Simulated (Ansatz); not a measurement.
SnBr₂⁺, relaxed as a doublet with UKS B3LYP-D4/def2-TZVP in Ansatz, starting from the GFN1-xTB geometry. Force threshold 0.02 eV/Å.

In the def2 sets Sn takes a core potential; there is no spin–orbit coupling. In the doublet, Br2 and Br3 lie 2.99 Å apart (atoms count from 1), so these atoms are partly bonded to each other. The structure comes from a short search, and lower isomers may exist.

Start:

```csv
atom,x (Å),y (Å),z (Å)
Sn1,-1.373,0.041,-0.362
Br2,0.335,0.475,1.570
Br3,1.037,-0.516,-1.208
```

```
step   energy (eV)  largest force component (eV/Å)  SCF passes
   1  -145921.8051                           0.108          19
   2  -145921.8078                           0.042          26
   3  -145921.8080                           0.001          18
```

Force components are those of the run's own axes.

End:

Cartesian coordinates in Å:
```
Sn -1.388 0.042 -0.366
Br 0.348 0.468 1.552
Br 1.040 -0.509 -1.187
```

By distances, no bond broke or formed. The bond that changes most is Br2–Br3, from 3.03 to 2.99 Å (atoms count from 1).

No frequencies were taken in this run, so the end may be a saddle point.

It took 9 s on 4 threads of Arm Neoverse V2 on a shared host.
